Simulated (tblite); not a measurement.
Compound: C6H14NP.
Cartesian coordinates in Å at the GFN2-xTB level; atoms count from 1:
```
atom  x, y, z in Å
C1    -2.1711   -1.5876    0.1105
C2    -1.2615   -0.4024    0.3712
C3    -1.9260    0.9830    0.3424
C4    -0.7474    1.7296   -0.2957
P5    -0.0524    0.1267   -0.9855
N6     1.4180    0.0614   -0.0476
C7     1.9272   -1.2867    0.1364
C8     2.4580    0.9499   -0.5374
H9    -2.6840   -1.4721   -0.8430
H10   -2.9222   -1.6696    0.8962
H11   -1.6021   -2.5156    0.0808
H12   -0.7003   -0.5363    1.3006
H13   -2.7896    0.9783   -0.3241
H14   -2.2452    1.3642    1.3137
H15   -1.0150    2.4990   -1.0186
H16   -0.0719    2.1420    0.4532
H17    2.4066   -1.6923   -0.7632
H18    2.6658   -1.2754    0.9409
H19    1.1084   -1.9454    0.4231
H20    3.2170    1.0627    0.2403
H21    2.0272    1.9279   -0.7509
H22    2.9501    0.5781   -1.4448
```

Method: GFN2-xTB as coded in tblite; computed harmonic values from a numerical Hessian at the method's own geometry, unscaled. Against measured fundamentals such values can be off by several per cent, at times by over 20. One conformer, not necessarily the lowest.

Harmonic wavenumbers (cm⁻¹): 80.1, 97.2, 131.3, 180.4, 193.6, 216.4, 238.8, 257.9, 308.6, 323.5, 386.3, 423.2, 498.5, 662.1, 671.5, 720.0, 781.1, 897.1, 932.4, 965.0, 989.1, 1008.5, 1027.4, 1040.2, 1075.0, 1129.5, 1136.6, 1139.8, 1165.9, 1175.4, 1188.6, 1210.6, 1231.5, 1258.6, 1307.1, 1408.1, 1411.3, 1419.4, 1429.5, 1475.1, 1484.6, 1490.5, 1493.7, 1496.9, 1500.9, 1501.8, 2893.5, 2894.6, 2927.4, 2963.3, 2969.8, 2974.1, 2981.3, 2984.6, 2992.3, 3001.5, 3008.1, 3012.9, 3015.2, 3022.8.

A = 2703, B = 1320, C = 1014 MHz; mass 131.086 u (most abundant isotopes); point group C1, symmetry number 1.

Question: What is the zero-point energy?

Answer: Half the sum of the wavenumbers: 41901 cm⁻¹ = 501.25 kJ/mol.

Question: Give the ideal-gas entropy at 298.15 K and 1 bar in the rigid-rotor, harmonic-oscillator model (classical rotation).

Answer: Translation 169.67, rotation 120.82, vibration 117.65: S = 408.1 J/(mol K).

Question: And Cp and H(298.15 K) − H(0)?

Answer: Cp = 166.29 J/(mol K), of which vibrations give 133.03 (their classical limit is 60 R = 498.9); H(298.15 K) − H(0) = 29.59 kJ/mol without the zero-point energy, 19.68 from vibrations.

Question: Which modes carry the vibrational entropy at 298.15 K?

Answer: 80.1 cm⁻¹: 16.27; 97.2 cm⁻¹: 14.68; 131.3 cm⁻¹: 12.25; 180.4 cm⁻¹: 9.72; 193.6 cm⁻¹: 9.18; 216.4 cm⁻¹: 8.32 J/(mol K); the other 54 give 47.23 together.

Question: Blend soft modes into free rotors: weight 1/[1 + (100 cm⁻¹/ν̃)⁴] for the oscillator and the rest for a rotor with moment μB/(μ + B), μ = h/(8π²ν), B = 10⁻⁴⁴ kg m². What vibrational entropy results?

Answer: 113.60 J/(mol K) in place of 117.65, which changes −T·S at 298.15 K by +1.21 kJ/mol.

Hindered rotation and anharmonicity are outside this model. Other conformers, if any are populated, would add a mixing term that is left out. The structure is chiral; the term R ln 2 for an equal mix with its mirror image is left out.
